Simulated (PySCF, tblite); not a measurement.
Isomers of C5H14OSSi, one GFN2-xTB conformer each. Single-point energies are computed at PBE0/pcSseg-1 (PySCF, gas phase, no added dispersion term), electronic only.

```json
{"SMILES": "CCCC[Si@H](S)OC", "GFN2-xTB relative energy (kcal/mol)": "13.3"}
{"SMILES": "COC[SiH2]SC(C)C", "GFN2-xTB relative energy (kcal/mol)": "48.5"}
{"SMILES": "CS[SiH2]OC(C)(C)C", "GFN2-xTB relative energy (kcal/mol)": "0.0"}
{"SMILES": "CO[Si@H](S)CC(C)C", "GFN2-xTB relative energy (kcal/mol)": "11.3"}
{"SMILES": "CC[C@](C)(CS)O[SiH3]", "GFN2-xTB relative energy (kcal/mol)": "15.1"}
```

Conformers: `[CH3:1][CH2:2][CH2:3][CH2:4][Si@H:5]([SH:6])[O:7][CH3:8]` with C1–C2–C3–C4 178°, C2–C3–C4–Si5 179°, C3–C4–Si5–S6 -69°, C4–Si5–S6–H -57°, C4–Si5–O7–C8 173°; `[CH3:1][O:2][CH2:3][SiH2:4][S:5][CH:6]([CH3:7])[CH3:8]` with C1–O2–C3–Si4 180°, O2–C3–Si4–S5 -176°, C3–Si4–S5–C6 -169°, Si4–S5–C6–C7 74°; `[CH3:1][S:2][SiH2:3][O:4][C:5]([CH3:6])([CH3:7])[CH3:8]` with C1–S2–Si3–O4 175°, S2–Si3–O4–C5 169°; `[CH3:1][O:2][Si@H:3]([SH:4])[CH2:5][CH:6]([CH3:7])[CH3:8]` with C1–O2–Si3–S4 -178°, O2–Si3–S4–H 18°, O2–Si3–C5–C6 155°, Si3–C5–C6–C7 -172°; `[CH3:1][CH2:2][C@:3]([CH3:4])([CH2:5][SH:6])[O:7][SiH3:8]` with C1–C2–C3–C4 -178°, C2–C3–C5–S6 177°, C3–C5–S6–H 53°, C2–C3–O7–Si8 -69°.

Problem. What does PBE0/pcSseg-1 give for the same structures?

Solution. 
```csv
SMILES,PBE0/pcSseg-1 E (Eh),PBE0/pcSseg-1 (kcal/mol),GFN2-xTB (kcal/mol),point group
CCCC[Si@H](S)OC,-961.29180,0.0,13.3,C1
CO[Si@H](S)CC(C)C,-961.28665,3.2,11.3,C1
CS[SiH2]OC(C)(C)C,-961.27800,8.7,0.0,C1
CC[C@](C)(CS)O[SiH3],-961.24100,31.9,15.1,C1
COC[SiH2]SC(C)C,-961.22377,42.7,48.5,C1
```

GFN2-xTB puts CS[SiH2]OC(C)(C)C lowest instead; measured from each level's own lowest isomer, the values differ by up to 16.8 kcal/mol (CC[C@](C)(CS)O[SiH3]: 15.1 against 31.9). As drawn, the lowest has an S–H bond and an Si–O bond, which the highest lacks.

Problem. Which frontier levels, dipoles and rotational constants go with these structures?

Solution. 
| SMILES | HOMO (eV, PBE0/pcSseg-1) | LUMO (eV) | dipole (D) | A, B, C (MHz) |
| --- | --- | --- | --- | --- |
| CCCC[Si@H](S)OC | -7.36 | 0.89 | 1.39 | 2468, 580.1, 493.7 |
| CO[Si@H](S)CC(C)C | -7.08 | 0.46 | 2.75 | 1792, 833.3, 656.4 |
| CS[SiH2]OC(C)(C)C | -6.61 | 0.22 | 2.41 | 3275, 646.4, 618.7 |
| CC[C@](C)(CS)O[SiH3] | -6.62 | 0.29 | 2.23 | 1579, 1050, 811.0 |
| COC[SiH2]SC(C)C | -6.71 | 0.43 | 0.42 | 3665, 530.5, 519.4 |

Problem. What happens when harmonic zero-point energies from GFN2-xTB frequencies are added?

Solution. 
```json
{"SMILES": "CCCC[Si@H](S)OC", "ZPE (kcal/mol)": "113.1", "electronic (kcal/mol)": "0.0", "with ZPE (kcal/mol)": "0.0"}
{"SMILES": "CO[Si@H](S)CC(C)C", "ZPE (kcal/mol)": "113.0", "electronic (kcal/mol)": "3.2", "with ZPE (kcal/mol)": "3.1"}
{"SMILES": "CS[SiH2]OC(C)(C)C", "ZPE (kcal/mol)": "112.9", "electronic (kcal/mol)": "8.7", "with ZPE (kcal/mol)": "8.4"}
{"SMILES": "CC[C@](C)(CS)O[SiH3]", "ZPE (kcal/mol)": "110.1", "electronic (kcal/mol)": "31.9", "with ZPE (kcal/mol)": "28.9"}
{"SMILES": "COC[SiH2]SC(C)C", "ZPE (kcal/mol)": "112.4", "electronic (kcal/mol)": "42.7", "with ZPE (kcal/mol)": "42.0"}
```

The zero-point energies span 3.0 kcal/mol. The order is unchanged.
